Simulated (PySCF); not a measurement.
## 31P chemical shifts

Theoretical values (PySCF 2.14.0 with density-fitted response routines): structure optimised with GFN2-xTB, shielding tensors at PBE0/pcSseg-1 (GIAO). Single conformer, relativity neglected, equivalent nuclei averaged, no solvent model.

Shieldings were converted by a linear fit to measured shifts: 31P (scatter 18.1 ppm rms vs H3PO4, solution or neat liquid). A few per cent of atoms miss by over 2 rms, more outside the fitted compound classes.

**Question.** Give the 31P shifts of `C#Cc1nn(CC)cp1`, `Cc1cc(N(C)C)pcp1`, `C#Cc1pcnn1CC`, `CC(C)c1ccpc(Cl)p1`.

**Answer.** 
```tsv
compound	environment	δ (ppm)
C#Cc1nn(CC)cp1	phosphorus bonded to 2 C, in a 5-membered ring	134.9
[CH3:1][c:2]1[cH:3][c:4]([N:5]([CH3:6])[CH3:7])[p:8][cH:9][p:10]1	P10: phosphorus bonded to 2 C, in a 6-membered ring	165.2
[CH3:1][c:2]1[cH:3][c:4]([N:5]([CH3:6])[CH3:7])[p:8][cH:9][p:10]1	P8: phosphorus bonded to 2 C, in a 6-membered ring	150.7
C#Cc1pcnn1CC	phosphorus bonded to 2 C, in a 5-membered ring	144.1
[CH3:1][CH:2]([CH3:3])[c:4]1[cH:5][cH:6][p:7][c:8]([Cl:9])[p:10]1	P10: phosphorus bonded to 2 C, in a 6-membered ring	228.2
[CH3:1][CH:2]([CH3:3])[c:4]1[cH:5][cH:6][p:7][c:8]([Cl:9])[p:10]1	P7: phosphorus bonded to 2 C, in a 6-membered ring	210.8
```
